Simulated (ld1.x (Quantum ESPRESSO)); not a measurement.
# Mn: one change to a PAW potential, before and after

ld1.x (Quantum ESPRESSO) 7.5 input, shortened:

```
&input
   title='Mn', zed=25., rel=1, dft='PBESOL', iswitch=3,
   config='[Ar] 3d5 4s1.5 4p0'
 /
 &inputp
   pseudotype=3, lpaw=.true., tm=.true., lloc=-1, rcloc=3.00,
   nlcc=.true., new_core_ps=.true., rcore=0.85,
   which_augfun='PSQ', rmatch_augfun_nc=.true.
 /
6
4S  1  0   1.50   0.00  2.00  2.30  0.0
4S  1  0   0.00   0.20  2.00  2.30  0.0
4P  2  1   0.00   0.00  3.10  3.35  0.0
4P  2  1   0.00   1.65  3.10  3.35  0.0
3D  3  2   5.00   0.00  1.20  1.55  0.0
3D  3  2   0.00   4.45  1.20  1.55  0.0
 &test
   configts(1)='3d5 4s1.5 4p0'
 /
```

Change: waves 4p (bound): rcut 2.02, rcutus 2.14 bohr; 4p channel at 1.65 Ry: rcut 2.02, rcutus 2.14 bohr.

Cutoffs: the cutoffs (Ry, on a coarse ladder) from which the occupation-weighted sum of valence levels, in a spherical-Bessel basis at the reference potential, stays within 10 and 1 mRy of its value at 400 Ry; they do not see the model core or the augmentation charge, which bear on the density cutoff. Errors are all-electron minus pseudo energies relative to the spin-unpolarised reference configuration.

Question: Predict the effect on cutoff, ghosts and configuration errors.

Answer: The potential gets neither clearly harder nor softer (45 Ry and 70 Ry → 45 Ry and 70 Ry); a bound ghost appears in p, which as a rule spoils a file; of the 7 tests that both files solve, the error grows in 1 and shrinks in 0 by more than 15 % and 0.3 meV (median size 16.8 → 16.8 meV).

```tsv
quantity	base	changed
cutoff, loose	45 Ry	45 Ry
cutoff, tight	70 Ry	70 Ry
bound ghosts	none	p
error for 3d5 4s2 4p0, meV [ΔE -3.37 eV]	-0.3	-0.3
error for 3d5 4s1 4p0, meV [ΔE 5.06 eV]	-1.4	-1.4
error for 3d5 4s0 4p0, meV [ΔE 20.57 eV]	-17	-17
error for 3d4 4s0 4p0, meV [ΔE 53.05 eV]	-397	-397
error for 3d5 4s0 4p2, meV [ΔE 4.59 eV]	-1.0	-3.1
error for 3d6 4s0 4p0, meV [ΔE 3.40 eV]	-128	-128
error for 3d6 4s1 4p0, meV [ΔE -3.74 eV]	-92	-92
lowest overlap eigenvalue by channel	s 0.41, p 0.63, d 0.95	s 0.41, p 0.76, d 0.95
```

 A true bound ghost makes a file unfit for plane-wave use even where its test errors are small: the radial tests pick states by their node count and pass the ghost by.
